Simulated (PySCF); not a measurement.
CH₃ClF₂NNb, SMILES C[N]=[Nb]([F])([F])[Cl], multiplicity 1.

Geometry: PBE0-D3(BJ)/def2-SVP. The multiplicity is an assumed one; no other spin state was optimised. The structure was generated by enumeration; whether it is a known compound was not checked. The def2 effective core potentials stand for the cores of Nb; spin–orbit coupling is left out.

Two levels are set side by side: PBE/def2-TZVP (PySCF) and CAM-B3LYP/def2-TZVP (PySCF). Same geometry, gas phase. Differences are taken from unrounded values.

```tsv
quantity	PBE
orbital gap (eV)	4.16
highest occupied level (eV)	-6.86
lowest empty level (eV)	-2.70
dipole moment (D)	2.14
mean polarisability (bohr³)	73.7
```

### Question
These are the PBE values. What does CAM-B3LYP give? (Estimate from the structure and the level; the computed values follow.)

### Answer

```
quantity                     CAM-B3LYP  PBE minus CAM-B3LYP
---------------------------  ---------  -------------------
orbital gap (eV)                  8.69                -4.54
highest occupied level (eV)      -9.54                 2.68
lowest empty level (eV)          -0.85                -1.85
dipole moment (D)                 2.19                -0.06
mean polarisability (bohr³)       69.5                  4.2
```

PBE's occupied levels lie high since its potential decays too fast outside the molecule; exact exchange lowers them and widens the gap. Loosely held outer electrons make PBE densities more polarisable. Differences between two approximate levels are no errors against the true value.

Rough cost on one machine, each run with all the roots and properties that it gave: CAM-B3LYP against PBE within a factor of 2.
